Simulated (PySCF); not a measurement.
## Electronic structure of Ne²⁺ (neon, charge +2) at the UHF level

Configuration: [He] 2s2 2p4, high-spin 3P determinant. All numbers are calculated (PySCF 2.14, no relativity, point nucleus, in cc-pVTZ (4s3p2d1f, 30 functions)).

| Item | Value |
| --- | --- |
| Total energy | -126.365280 hartree |
| One-electron energy | -166.5580 hartree |
| Hartree (Coulomb) energy | 51.3108 hartree |
| Exchange energy | -11.1181 hartree |
| Kinetic energy | 126.36137 hartree |
| ⟨S²⟩ | 2.0036 |
| ⟨L²⟩ | 2.007 |
| Sum of ⟨r⟩ | 5.199 bohr |
| Sum of ⟨r²⟩ | 4.994 bohr² |
| Traceless quadrupole moment −½Σ⟨3z² − r²⟩ along its main axis | -0.354 e·bohr² |
| Density at the nucleus (Gaussians lack the cusp) | 602 bohr⁻³ |
| Spin density at the nucleus | 0.0960 bohr⁻³ |
| Langevin diamagnetic susceptibility | -3.96 ×10⁻⁶ cm³/mol |
| Time after the integrals | 0.08 s of wall time on 1 thread of Neoverse-V1 (shared host) |

```csv
shell,electrons,mean orbital energy (eV),spread (eV),"rms radius, mean of both spins (bohr)"
1s α,1,-944.29,0,0.183
1s β,1,-940.57,0,0.183
2s α,1,-99.251,0,0.909
2s β,1,-86.467,0,0.909
2p α,3,-70.068,3.888,0.905
2p β,1,-64.091,0,0.905
```
